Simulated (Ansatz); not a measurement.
Ideal-gas functions of F₄H₂MoO₂ (`[OH][Mo]([OH])([F])([F])([F])[F]`) at 298.15 K and 1 bar, from an Ansatz frequency run at PBE0-D4/def2-TZVP.

Molar mass 205.95 g/mol, point group C1 (symmetry number 1), electronic degeneracy 1, moments of inertia 248.933, 252.789, 256.465 u Å². Harmonic wavenumbers (cm⁻¹, unscaled): 108, 116, 137, 231, 236, 261, 310, 323, 345, 445, 480, 549, 613, 628, 656, 718, 731, 778, 806, 3859, 3875.

Use S(trans) = R[1.5 ln M + 2.5 ln T − 1.1517]; rotational temperatures θ = 24.2544 K / I; S(rot) = R[ln(√π/σ · √(T³/θAθBθC)) + 1.5]; for each mode x = 1.438777 ν̃/T, S = R[x/(eˣ − 1) − ln(1 − e⁻ˣ)] and H = RT x/(eˣ − 1); 1 cm⁻¹ = 0.0119627 kJ/mol; R = 8.31446 J/(mol·K).

Question: By hand: the entropy, in J/(mol·K).

Answer: Translation 175.3. Rotation: θ = 0.0974, 0.0959, 0.0946 K, giving 117.5. Vibration, mode by mode: 13.83, 13.25, 11.90, 7.83, 7.67, 6.92, 5.70, 5.42, 4.97, 3.39, 2.97, 2.29, 1.79, 1.69, 1.52, 1.19, 1.14, 0.95, 0.85, 0.00, 0.00, in all 95.3. Electronic 0.0. Sum 388.1 J/(mol·K).

Question: By hand: H − E and G − E in kJ/mol, counted from the electronic energy.

Answer: Zero-point energy ½ × 16205 × 0.0119627 = 96.9; thermal vibration 16.4; translation, rotation and pV give 4 RT = 9.9. H − E = 123.2 kJ/mol, and G − E = 123.2 − 298.15 × 388.1/1000 = 7.5 kJ/mol.

Vibration gives 25 % of the entropy, 39.0 J/(mol·K) of it from the modes under 150 cm⁻¹: soft modes count most, and the harmonic formula is weakest for them. The sum counts one conformer and one mirror image; others add a mixing term.
